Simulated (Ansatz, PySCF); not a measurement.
Gas-phase reaction in SMILES: O=C1CC1 + H+ -> [OH+]=C1CC1
Geometries: B3LYP-D3(BJ)/def2-TZVP minima from Ansatz (a program for electronic structure).

Quantity: proton affinity (0 K, with B3LYP-D3(BJ) harmonic zero-point energies from PySCF), positive where the reaction releases energy, in kJ/mol. Correlated levels leave the core frozen unless marked. No spin-orbit coupling. Non-relativistic. Basis-set limits of correlation are two-point, X^-3; Hartree-Fock from the larger set.

| level | program | proton affinity (kJ/mol) |
|---|---|---|
| PBE-D4/def2-TZVPD | Ansatz + dftd4 | 769.4 |
| revPBE/def2-TZVPD | Ansatz | … |
| B97M-V/def2-TZVPD | Ansatz | 778.1 |
| B3LYP-D3(BJ)/def2-TZVPD | Ansatz + dftd3 | 775.3 |
| PBE0/def2-SVP | Ansatz | … |
| PBE0-D3(BJ)/def2-TZVPD | Ansatz + dftd3 | 777.7 |
| CAM-B3LYP-D3(BJ)/def2-TZVPD | Ansatz + dftd3 | … |
| PBE-QIDH/def2-TZVPD | Ansatz | 770.1 |
| RPA@PBE/cc-pVQZ | Ansatz | 782.2 |
| CCSD(T) with core electrons/cc-pwCVTZ | Ansatz | 773.1 |
| CCSD(T)/CBS(cc-pVTZ,cc-pVQZ) | Ansatz | … |

### Question
Fill in the missing entries.

### Answer

- revPBE/def2-TZVPD, proton affinity (kJ/mol): 777.2
- PBE0/def2-SVP, proton affinity (kJ/mol): 776.1
- CAM-B3LYP-D3(BJ)/def2-TZVPD, proton affinity (kJ/mol): 768.0
- CCSD(T)/CBS(cc-pVTZ,cc-pVQZ), proton affinity (kJ/mol): 767.4
